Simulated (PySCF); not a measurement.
Name the molecule from its bond curve

A diatomic of charge 0 contains Be. Its quartet curve at PBE0 in a triple-zeta basis (no relativity, PySCF), in eV from the separated fragments:

R (Å), E (eV) and a bar:
```
    1.780     -0.977 ###########################
    1.863     -1.321 ############
    1.946     -1.511 ####
    2.008     -1.577 #
    2.070     -1.595 
    2.132     -1.575 #
    2.215     -1.505 ####
    2.318     -1.372 ##########
    2.443     -1.176 ##################
    2.608     -0.903 ##############################
```

The fit gives ωe = 622 cm⁻¹ and the rotational constant Bₑ = 0.5661 cm⁻¹.

Task: Which atom is the partner?

Result: The minimum lies at 2.065 Å, so the reduced mass is 16.8576 u Å² cm⁻¹/(Bₑ·Re²) = 6.983 u. With Be at 9.01 u the partner weighs about 31.0 u: P. The molecule is BeP.

The state is the lowest determinant that a PBE0 search found; another state may lie lower at other levels.
